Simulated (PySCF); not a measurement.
# Correlation energy of Be²⁺ (beryllium, charge +2)

1s2, closed-shell 1S. Computed with PySCF 2.14 in cc-pVDZ (3s2p1d, 14 functions), with no relativity, point nucleus. Frozen: nothing; 2 electrons correlated.

Total MP2 correlation energy: -0.32 mhartree.

Same-spin part 0.00 and opposite-spin part -0.32 mhartree; SCS-MP2 scales them by 1/3 and 6/5 to -0.38 mhartree.

With two correlated electrons CCSD is exact within the correlated space (frozen core and kept virtual orbitals).

```csv
level,correlation energy (mhartree)
CCSD,-0.30
```

Diagnostics: T1 = 0.00016, D1 = 0.0002, largest double amplitude 0.003.

Cost of the coupled-cluster step: 0.01 s of wall time on 1 thread of Intel(R) Xeon(R) 6975P-C (shared host), for 2 correlated electrons.
